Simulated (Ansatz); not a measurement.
`C[NH][Sn]([Cl])([Cl])[Cl]`. Total charge 0; spin multiplicity 1. Sn: def2 effective core potential.

```xyz
10

C     0.6829    0.3159   -1.3517
N    -0.1748   -0.5937   -0.6021
Sn   -0.6616   -0.1217    1.2711
Cl    1.1333    0.3157    2.6645
Cl   -1.8663   -1.8564    2.1745
Cl   -1.9254    1.7966    1.2277
H     1.7233    0.3479   -1.0079
H     0.2766    1.3284   -1.3000
H     0.6783    0.0229   -2.4049
H     0.1336   -1.5554   -0.6713
```

(1) What are the harmonic wavenumbers in cm⁻¹ at PBE0-D4/def2-TZVP (Ansatz, finite differences of forces, unscaled)? (Best estimate.)

(2) Is this a minimum?

(3) Give the ideal-gas thermochemistry at 298.15 K and 1 bar (rigid rotor, harmonic oscillator; point group C1, symmetry number 1).

Answers

(1) The calculation gave: 36, 76, 105, 109, 124, 133, 199, 258, 365, 387, 398, 499, 655, 1080, 1108, 1137, 1375, 1455, 1487, 1509, 3020, 3088, 3120, 3571.

(2) Yes, all 24 modes are real.

(3) Zero-point energy 151.3 kJ/mol; H(298) − E = 179.4 kJ/mol; entropy 430.8 J/(mol·K), of which translation 178.0, rotation 126.3, vibration 126.5; G(298) − E = 51.0 kJ/mol. Modes under 100 cm⁻¹ are hindered rotations or soft bends, so the harmonic entropy is rough.
